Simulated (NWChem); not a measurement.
Molecule: CH4AlIO; SMILES C[O][AlH][I]

```xyz
8

Al    -1.0102    -1.1732    -0.0324
H     -2.5088    -0.8959    -0.4057
I      0.4742     0.6078     0.8369
O     -0.4013    -2.7318    -0.2303
C      0.7511    -3.4930    -0.0734
H      1.5994    -2.9046     0.3219
H      0.5671    -4.3305     0.6215
H      1.0606    -3.9257    -1.0403
```
Atoms are numbered in this order, from 1.

Level: PBE0/def2-SVP with def2 effective core potentials on I (NWChem), optimised geometry, unscaled harmonic frequencies. def2 effective core potentials on I; no spin-orbit coupling.

```json
[
 {"frequency (cm⁻¹)": "71", "IR intensity (km/mol)": "3.5"},
 {"frequency (cm⁻¹)": "80", "IR intensity (km/mol)": "0.0"},
 {"frequency (cm⁻¹)": "154", "IR intensity (km/mol)": "11.4"},
 {"frequency (cm⁻¹)": "227", "IR intensity (km/mol)": "10.4"},
 {"frequency (cm⁻¹)": "353", "IR intensity (km/mol)": "53.5"},
 {"frequency (cm⁻¹)": "450", "IR intensity (km/mol)": "105.9"},
 {"frequency (cm⁻¹)": "640", "IR intensity (km/mol)": "151.1"},
 {"frequency (cm⁻¹)": "738", "IR intensity (km/mol)": "155.7"},
 {"frequency (cm⁻¹)": "1185", "IR intensity (km/mol)": "16.7"},
 {"frequency (cm⁻¹)": "1190", "IR intensity (km/mol)": "0.2"},
 {"frequency (cm⁻¹)": "1272", "IR intensity (km/mol)": "318.3"},
 {"frequency (cm⁻¹)": "1474", "IR intensity (km/mol)": "2.0"},
 {"frequency (cm⁻¹)": "1477", "IR intensity (km/mol)": "1.7"},
 {"frequency (cm⁻¹)": "1480", "IR intensity (km/mol)": "15.4"},
 {"frequency (cm⁻¹)": "2012", "IR intensity (km/mol)": "133.8"},
 {"frequency (cm⁻¹)": "3015", "IR intensity (km/mol)": "82.3"},
 {"frequency (cm⁻¹)": "3101", "IR intensity (km/mol)": "35.2"},
 {"frequency (cm⁻¹)": "3112", "IR intensity (km/mol)": "29.8"}
]
```

| Quantity | Value |
|---|---|
| zero-point energy | 31.5 kcal/mol |
| thermal correction to the enthalpy at 298.15 K (with zero-point energy) | 36.1 kcal/mol |
| heat capacity Cv | 19.1 cal/(mol K) |
| entropy at 298.15 K and 1 atm (symmetry number 1) | 84.7 cal/(mol K) |

Rigid rotor and harmonic oscillator; modes under 100 cm⁻¹ make the entropy uncertain.
